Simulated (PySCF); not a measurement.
Compound: C5H14N2OSi.
SMILES with atom numbers: `[CH3:1][CH2:2][O:3][C@@H:4]1[CH2:5][CH2:6][Si:7]1([NH2:8])[NH2:9]`

Cartesian coordinates in Å at the GFN2-xTB level; atoms count from 1:
```xyz
23
C5H14N2OSi angstrom
C      3.4179   -0.4010   -0.4664
C      2.2880    0.4573    0.0812
O      1.0592   -0.0715   -0.3607
C     -0.0740    0.6155    0.1362
C     -0.4345    0.2813    1.6056
C     -1.8912   -0.1972    1.4394
Si    -1.7484   -0.1197   -0.4714
N     -3.0470    0.7465   -1.2033
N     -1.4496   -1.4536   -1.5109
H      4.3783    0.0135   -0.1711
H      3.3326   -1.4148   -0.0840
H      3.3605   -0.4354   -1.5510
H      2.3919    1.4968   -0.2735
H      2.3253    0.4749    1.1815
H      0.0687    1.6970   -0.0061
H      0.2057   -0.5252    1.9620
H     -0.3321    1.1300    2.2817
H     -2.6018    0.4992    1.8796
H     -2.0728   -1.1678    1.8951
H     -3.0442    0.8405   -2.2051
H     -3.3814    1.5907   -0.7700
H     -2.1892   -2.1060   -1.7098
H     -0.5665   -1.9238   -1.3958
```

NICS is the negative of the GIAO shielding at a point without a nucleus: at the ring centre (0) and 1 Å above and below it (1); zz is the component along the ring normal. Level: GIAO PBE0/pcSseg-1 (PySCF, non-relativistic, gas phase) on the GFN2-xTB geometry, one conformer.

Ring bond lengths (Å), with Mayer bond orders in brackets: C4–C5 1.549 (0.99), C5–C6 1.542 (1.02), C6–Si7 1.918 (0.85), Si7–C4 1.927 (0.78).

Problem. Give the NICS values of each ring in ppm.

Solution. 
```
        ring                                              type  NICS(0)  NICS(1), two faces  NICS(1)zz, two faces  rms pucker (Å)  centre to ring atoms, mean (Å)
C4–C5–C6–Si7  4-membered ring with Si; formal bonds all single     -0.7         -0.7 / -2.7            3.6 / -0.2            0.04                            1.22
```

Problem. What can be read from them?

Solution. 
- C4–C5–C6–Si7: mean NICS(1)zz 1.7 ppm, near zero. C4, C5, C6, Si7 have four or more neighbours, and the NICS criterion for π rings isn't applied. The two faces differ by 3.8 ppm, so no symmetry operation interchanges them.

Problem. List the ring angles and the Hirshfeld charges of the ring atoms.

Solution. 
- C4–C5–C6–Si7: C4 90.8° (-0.060 e), C5 100.6° (-0.089 e), C6 91.4° (-0.182 e), Si7 76.5° (+0.436 e); sum 359.3° against 360° for a flat convex ring.
